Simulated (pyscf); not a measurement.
HP=GaH (SMILES [PH]=[GaH]) → H₂P–Ga (SMILES [PH2][Ga]) [singlet] (hydrogen shift; singlet surface; Ga–H broken, H–P formed). Single points on ωB97X-D3(BJ)/def2-SVP structures (PySCF, gas phase). MP2 and CC: frozen core, UHF for open shells. ΔMP2 is the change of the MP2 total energy from the triple- to the quadruple-zeta basis. Energies in kJ/mol from the reactant's lowest minimum found.

```tsv
level	barrier	reaction energy
r²SCAN/def2-TZVP	145.6	-49.4
B3LYP-D3(BJ)/def2-TZVP	137.8	-74.8
PBE0-D3(BJ)/def2-TZVP	149.3	-63.1
M06-2X/def2-TZVP	159.5	-66.7
ωB97M-D3(BJ)/def2-TZVP	?	-73.7
MP2/def2-QZVPP	163.0	-47.0
CCSD(T)/def2-TZVPP + ΔMP2(QZVPP)	?	?
```

Task: Some entries are withheld; supply them.

Result: 
- ωB97M-D3(BJ)/def2-TZVP, barrier: 154.4
- CCSD(T)/def2-TZVPP + ΔMP2(QZVPP), barrier: 136.2
- CCSD(T)/def2-TZVPP + ΔMP2(QZVPP), reaction energy: -58.9

One saddle was located; it need not be the lowest between these sides. One closed-shell reference is unstable to symmetry breaking; treat the single-reference values with care. The CCSD(T) − MP2 part came from Ansatz, without density fitting, on the same reference. The largest closed-shell T1 diagnostic is 0.031, which may signal static correlation. The frozen core leaves the outer d or s,p core shells of the metals and heavy elements correlated in the MP2 and CC values, and def2-TZVPP describes them poorly, which can shift differences by a few kcal/mol. Elements up to Kr have no core potential and no relativistic terms here.
